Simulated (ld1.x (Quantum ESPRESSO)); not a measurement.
**oxygen (O), ultrasoft: configuration errors across variants**

```
Element                 : oxygen
Generator               : ld1.x (Quantum ESPRESSO) 7.5
Type                    : ultrasoft
Functional              : LDA (PZ)
Relativity              : non-relativistic
Frozen core             : [He]
Valence charge          : 6
Reference configuration : 2s2 2p4
Partial waves           : 2s (bound): rcut 0.70, rcutus 0.90 bohr; 2s channel at -0.65 Ry: rcut 0.70, rcutus 0.90 bohr; 2p (bound): rcut 1.10, rcutus 1.20 bohr; 2p channel at 0.45 Ry: rcut 1.10, rcutus 1.20 bohr; 3d channel at -0.1 Ry: rcut 0.95, rcutus 1.25 bohr
Local potential         : all-electron potential smoothed inside 1.00 bohr (lloc = -1)
Core correction         : none
Augmentation charge     : built from norm-conserving waves at rcut, not smoothed further
```

All-electron excitation energies from the reference (eV): (1) 2s2 2p3 16.592; (2) 2s2 2p2 50.307; (3) 2s2 2p1 104.274; (4) 2s1 2p5 14.531; (5) 2s2 2p3.5 6.370; (6) 2s0 2p6 29.121; (7) 2s2 2p0 181.227; (8) 2s2 2p4 spin -1.409; (9) 2s2 2p3 spin 12.580.

Spin tests fill each open shell by Hund’s rule, majority spin first.

Errors AE − PS in meV (a dash: test not solved or not reliable):

```tsv
change	(1)	(2)	(3)	(4)	(5)	(6)	(7)	(8)	(9)	bound ghosts
base	+6.1	+56	+259	+15	+1.0	+61	+895	+132	+432	none
all radii scaled by about 0.76 (s 0.68, p 0.92, d 0.94 bohr, rcut 0.54/0.84/0.72); local potential all-electron potential smoothed inside 0.76 bohr (lloc = -1)	+3.2	+31	+154	+20	+0.5	+82	+574	+142	+471	none
all radii scaled by about 1.15 (s 1.04, p 1.38, d 1.44 bohr, rcut 0.80/1.26/1.10); local potential all-electron potential smoothed inside 1.16 bohr (lloc = -1)	+12	+101	+426	+17	+1.8	+70	+1303	+123	+405	none
all radii scaled by about 1.24 (s 1.12, p 1.48, d 1.54 bohr, rcut 0.86/1.36/1.18); local potential all-electron potential smoothed inside 1.24 bohr (lloc = -1)	+19	+151	+591	+19	+3.0	+77	+1677	+116	+385	none
all radii scaled by about 1.33 (s 1.20, p 1.60, d 1.66 bohr, rcut 0.94/1.46/1.26); local potential all-electron potential smoothed inside 1.34 bohr (lloc = -1)	+46	+365	+1167	+20	+6.6	+83	+2184	+110	+405	none
```

Problem. Give the same row for: all radii scaled by about 0.88 (s 0.80, p 1.06, d 1.10 bohr, rcut 0.62/0.98/0.84); local potential all-electron potential smoothed inside 0.88 bohr (lloc = -1).

Solution. +4.1, +39, +188, +15, +0.6, +61, +677, +138, +452; bound ghosts: none.
